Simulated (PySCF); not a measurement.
## Dipole response of I³⁺ (iodine, charge +3)

[Kr] 4d10 5s2 5p2, high-spin 3P determinant. All numbers are calculated (PySCF 2.14, scalar relativity by spin-free X2C-1e, in aug-cc-pwCVTZ-DK3 (10s9p7d4f1g, 109 functions)). Coupled (time-dependent) response in atomic units; α is the mean over directions.

```csv
method,mean α (bohr³),"α xx, yy, zz",C₆ (like pair),S(−4)
UHF,10.57,"10.96, 10.37, 10.37",60.68,27.09
PBE,10.06,"10.25, 9.965, 9.965",57.35,23.10
PBE0,10.14,"10.40, 10.01, 10.01",57.88,23.66
```

S(−4) is the Cauchy moment in α(ω) = α(0) + S(−4) ω² + …

Spin-orbit coupling is absent.

α(iu) at PBE0:

| u (hartree) | α(iu) (bohr³) |
| --- | --- |
| 0 | 10.14 |
| 0.0500 | 10.08 |
| 0.100 | 9.911 |
| 0.200 | 9.288 |
| 0.300 | 8.432 |
| 0.500 | 6.605 |
| 0.750 | 4.803 |
| 1.00 | 3.615 |
| 1.50 | 2.316 |
| 2.00 | 1.666 |
| 3.00 | 1.025 |
| 5.00 | 0.5167 |

A single London oscillator, α(iu) = α/(1 + u²/ω²), gives C₆ = (3/4) ω α². Matching the computed C₆ needs ω = 4 × 57.88 / (3 × 10.14²) = 0.751 hartree.

For an ion, C₆ is the dispersion term alone; charge-induced terms of lower order in 1/R come first.

The components differ because the open shell of this determinant is not spherical; for a pure term their mean is the scalar polarisability.
